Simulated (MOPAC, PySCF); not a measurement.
CH₃BN₂, SMILES `BN=C=N`, neutral singlet in the gas phase. 

Cartesian coordinates (Å):
```xyz
7

B     -1.5580     0.2174     0.0271
N     -0.1733     0.1419    -0.0428
C      1.0156    -0.0162    -0.0671
N      2.2368    -0.0094    -0.1591
H     -2.1713    -0.7210     0.4428
H     -2.0999     1.2204    -0.3308
H      2.7501    -0.8331     0.1299
```
Charge 0, spin multiplicity 1.

All levels are single points at this geometry (r2SCAN-D4/def2-TZVP); Pople sets use spherical d functions. Orbital energies aren't observables, and empty levels follow the basis.

BP86/6-31G* in PySCF gives dipole (D) = 1.79.

### Question
Estimate the dipole (D) from each of these levels: PBE-D3(BJ)/def2-TZVP in PySCF; r2SCAN-D4/def2-TZVP in PySCF; B3LYP/3-21G in PySCF; B3LYP/6-311+G** in PySCF; B3LYP/6-31G* in PySCF; M06-2X/6-31G* in PySCF; PBE/6-31G* in PySCF; HF/3-21G in PySCF; HF/6-31G* in PySCF; HF/STO-3G in PySCF; PM3 in MOPAC; PM7 in MOPAC.

### Answer

```json
[
 {"level": "PBE-D3(BJ)/def2-TZVP in PySCF", "dipole (D)": "1.63"},
 {"level": "r2SCAN-D4/def2-TZVP in PySCF", "dipole (D)": "1.61"},
 {"level": "B3LYP/3-21G in PySCF", "dipole (D)": "2.10"},
 {"level": "B3LYP/6-311+G** in PySCF", "dipole (D)": "1.66"},
 {"level": "B3LYP/6-31G* in PySCF", "dipole (D)": "1.74"},
 {"level": "M06-2X/6-31G* in PySCF", "dipole (D)": "1.74"},
 {"level": "PBE/6-31G* in PySCF", "dipole (D)": "1.79"},
 {"level": "HF/3-21G in PySCF", "dipole (D)": "2.10"},
 {"level": "HF/6-31G* in PySCF", "dipole (D)": "1.82"},
 {"level": "HF/STO-3G in PySCF", "dipole (D)": "1.63"},
 {"level": "PM3 in MOPAC", "dipole (D)": "1.91"},
 {"level": "PM7 in MOPAC", "dipole (D)": "2.08"}
]
```
